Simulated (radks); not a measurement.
Question: All-electron atom: the technetium ion Tc28+ in [Ne] 3s2 3p3. All-electron calculation, Dirac Kohn-Sham, PBE, spin-unpolarised, spherical densities, point nucleus; open shells fill j = l - 1/2 first. Program: a radial shooting solver on a logarithmic mesh with Libxc functionals. Some entries of the table are withheld. Estimate them.

| orbital | occ. | eigenvalue (eV) | <r> (bohr) | <r^2> (bohr^2) |
|---|---|---|---|---|
| 1s1/2 | 2 | -22250.34 | 0.03428 | 0.001586 |
| 2s1/2 | 2 | -4317.711 | 0.1474 | (1) |
| 2p1/2 | 2 | -4100.050 | 0.1254 | 0.01922 |
| 2p3/2 | 4 | -3978.964 | 0.1298 | 0.02048 |
| 3s1/2 | 2 | -1619.225 | 0.3658 | 0.1522 |
| 3p1/2 | 2 | -1542.355 | 0.3509 | (2) |
| 3p3/2 | 1 | -1513.996 | 0.3578 | (3) |
| 3d3/2 | 0 | (4) | (5) | 0.1150 |
| 3d5/2 | 0 | (6) | (7) | 0.1164 |
| 4s1/2 | 0 | -834.4691 | 0.6944 | 0.5419 |

Answer: 
(1) 2s1/2 <r^2> (bohr^2): 0.02559
(2) 3p1/2 <r^2> (bohr^2): 0.1421
(3) 3p3/2 <r^2> (bohr^2): 0.1476
(4) 3d3/2 eigenvalue (eV): -1400.035
(5) 3d3/2 <r> (bohr): 0.3154
(6) 3d5/2 eigenvalue (eV): -1393.597
(7) 3d5/2 <r> (bohr): 0.3175
